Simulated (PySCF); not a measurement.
CH3NSeSi.
Bonds: N1–C2 (triple), C2–Si3, Si3–Se4. Hydrogens: H5, H6 on Si3; H7 on Se4.

Level of theory: PySCF, PBE0-D3(BJ)/def2-SVP geometry optimisation, gas phase.

**Question.** Give the optimised bond lengths and angles.

**Answer.** 
```tsv
bond	length (pm)	order
N1≡C2	116.0	triple
C2–Si3	185.9	single
Si3–Se4	226.7	single
Si3–H5, Si3–H6	148.6	single
Se4–H7	147.2	single
```

Bonds in one row agree within 1 pm and their mean is given. Orders are formal, as drawn. A selection of angles:
```tsv
angle	degrees
N1–C2–Si3	178.2
C2–Si3–Se4	110.6
C2–Si3–H5	107.7
C2–Si3–H6	106.5
Se4–Si3–H5	106.5
Se4–Si3–H6	113.2
H5–Si3–H6	112.2
Si3–Se4–H7	92.7
```

Dihedral angles: H7–Se4–Si3–C2 67° (synclinal). The mirror-image conformer, all signs reversed, is as good.

The 4 heavy atoms lie in one plane (0.004 Å rms). Si3 (SiH2 silicon) is distorted tetrahedral (angles from 106.5° to 113.2°). Se4 (selenium bonded to Si and H) is bent (angle 92.7°).

Stationary, but not proved a minimum. The numbers are those of one conformer (C2–Si3–Se4–H 67°).

On one thread of an Arm Neoverse N1, shared host with 64 logical CPUs at a one-minute load of 59, this took 49 s and 0.39 GiB of memory at its peak. This is the geometry optimisation.
